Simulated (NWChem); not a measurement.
## Atomisation of diarsenic (As$_{2}$)

SMILES: [As]#[As]
```xyz
2

As     0.0000     0.0000     1.0456
As     0.0000     0.0000    -1.0456
```
Charge 0, spin multiplicity 1.

Program: NWChem. The geometry was optimised at PBE0/def2-SVP, a minimum by its harmonic frequencies.

Basis set: def2-TZVP. The atomisation energy is electronic alone: no zero-point, thermal, spin-orbit or counterpoise terms. No value is extrapolated to the basis-set limit. Free atoms are single determinants with multiplicities As 4.

The Hamiltonian is non-relativistic. B3LYP has NWChem's definition, with VWN1-RPA local correlation. The stability of the SCF solutions was not checked. Open-shell Hartree-Fock references start from PBE0 orbitals.

Task: For the atomisation energy, HF gives 12.1 kcal/mol and M06-2X gives 78.7 kcal/mol. What do LDA (SVWN5), PBE, B3LYP give?

Result: LDA (SVWN5): 122.7 kcal/mol; PBE: 98.5 kcal/mol; B3LYP: 93.2 kcal/mol.
